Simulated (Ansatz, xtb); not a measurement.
# C6H6OSe: which of two isomers lies lower

Structure a: `CC(=O)c1cc[se]c1`, a singlet. Structure b: `CC(=O)c1ccc[se]1`, a singlet. Both are isolated molecules in the gas phase, relaxed with B3LYP/def2-SVP; the shapes shown needn't be the lowest conformers.

a (Å):

```xyz
14

C     0.2585    1.6069   -2.5851
C     1.0795    1.0707   -1.4260
C     0.6046    1.3690   -0.0386
C    -0.5681    2.1335    0.3074
C    -0.7955    2.2693    1.6466
C     1.3057    0.8998    1.0495
O     2.0890    0.4202   -1.6161
Se    0.5219    1.3968    2.6563
H     0.1965    2.7069   -2.5452
H    -0.7736    1.2214   -2.5463
H     0.7291    1.3008   -3.5280
H    -1.2324    2.5756   -0.4373
H    -1.6141    2.8005    2.1309
H     2.2164    0.3043    0.9991
```

b (Å):

```xyz
14

C     2.3776   -0.0432   -1.2977
C     0.9358    0.3561   -1.5589
C     0.1975    1.0124   -0.4628
C     0.5987    1.3442    0.8143
C    -0.3966    1.9793    1.6137
C    -1.6021    2.1600    0.9805
O     0.3988    0.1455   -2.6327
Se   -1.5926    1.5144   -0.7673
H     2.9863    0.8365   -1.0334
H     2.4407   -0.7522   -0.4565
H     2.7845   -0.5117   -2.2029
H     1.6045    1.1358    1.1856
H    -0.2165    2.2960    2.6434
H    -2.4950    2.6214    1.4027
```

Problem. Which of the two would you expect CCSD(T)/def2-SVP + ΔMP2/def2-TZVPP electronic energies to favour?

Solution. Structure b; the calculation gives E(b) − E(a) = −8.5 kJ/mol.

Level by level:

| level | geometry | E(b) − E(a) (kJ/mol) | departure from the last row (kJ/mol) | job, with rough time for the two |
| --- | --- | --- | --- | --- |
| GFN2-xTB | GFN2-xTB | −11.4 | −2.9 | optimisation, 0.18 s |
| HF/STO-3G | GFN2-xTB | +6.9 | +15.3 | single point, 0.75 s |
| r2SCAN-D4/def2-SVP | GFN2-xTB | −11.6 | −3.1 | single point, 6.6 s |
| B3LYP/def2-SVP | B3LYP/def2-SVP | −10.5 | −2.0 | optimisation, 44 s |
| HF/def2-SVP | B3LYP/def2-SVP | −5.2 | +3.3 | part of the CCSD(T) run |
| MP2/def2-SVP | B3LYP/def2-SVP | −10.3 | −1.8 | part of the CCSD(T) run |
| CCSD(T)/def2-SVP | B3LYP/def2-SVP | −7.9 | +0.6 | single point |
| CCSD(T)/def2-SVP + ΔMP2/def2-TZVPP | B3LYP/def2-SVP | −8.5 |  | single point, 3.3 min |

As drawn, both hold the same kinds of bond in the same numbers.

HF/STO-3G puts the two in the other order. The largest departure from CCSD(T)/def2-SVP + ΔMP2/def2-TZVPP is that of HF/STO-3G, 15.3 kJ/mol. The last row adds to CCSD(T) the change of the MP2 difference between the two basis sets, here −0.6 kJ/mol.

With thermal terms from frequencies at re-optimised GFN2-xTB minima (ideal gas, soft modes damped towards free rotors, one conformer each, 298.15 K, 1 atm): the zero-point term adds 0.0 kJ/mol; ΔH is −8.1 and ΔG −9.2 kJ/mol.

The correlated steps freeze 16 core orbitals; the filled d shell of Se is correlated, in a basis made for valence electrons. Run with Ansatz 0.2.0, xtb 6.7.1; the last row on 4 threads of Arm Neoverse V1 on a shared host.
